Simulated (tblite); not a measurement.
Write Cartesian coordinates for `C[Si@@H](O)[Si@](C)(F)O[SiH3]` as optimised with GFN2-xTB.

```
atom  x, y, z in Å
C1    -1.8074   -1.7080   -0.2256
Si2   -1.6734    0.1142   -0.7764
O3    -2.6452    1.0666    0.1302
Si4    0.5124    0.8144   -0.7039
C5     0.9876    2.5657   -0.1406
F6     1.1143    0.6726   -2.2065
O7     1.4204   -0.2064    0.1751
Si8    2.1656   -1.5499    0.6816
H9    -1.3042   -1.8751    0.7247
H10   -2.8425   -2.0195   -0.1114
H11   -1.3438   -2.3705   -0.9496
H12   -2.3295    0.2867   -2.0759
H13   -2.5883    1.1164    1.0800
H14    0.3472    3.3101   -0.6047
H15    0.9052    2.6848    0.9357
H16    2.0135    2.7943   -0.4197
H17    3.5768   -1.2062    0.8312
H18    1.5326   -1.8701    1.9636
H19    1.9489   -2.6109   -0.3002
```

Any rigid rotation of these coordinates is as good. Atoms count from 1 in this order. Si2 (oxygen-bound silicon) is distorted tetrahedral (angles from 99.0° to 114.7°). Si8 (oxygen-bound silicon) is distorted tetrahedral (angles from 104.9° to 112.5°). Si4 (fluorine-bound silicon) is distorted tetrahedral (angles from 103.8° to 121.9°).

Bonds between heavy atoms (Å): C1–Si2 1.908, Si2–O3 1.635, Si2–Si4 2.296, Si4–C5 1.900, Si4–F6 1.625, Si4–O7 1.625, O7–Si8 1.618.

The geometry is computed with GFN2-xTB (gas phase).

Point group: C1 (no symmetry element, even within 0.4 Å). Its lowest GFN2-xTB frequency is 5i cm⁻¹, too small to tell a flat minimum from a shallow saddle. One conformer, not necessarily the lowest (C1–Si2–O3–H 57°, C1–Si2–Si4–C5 -142°, Si2–Si4–O7–Si8 61°).

Hardware: an Arm Neoverse N1 with one thread (shared host). Cost: 4.3 s of wall time. This is the geometry optimisation.
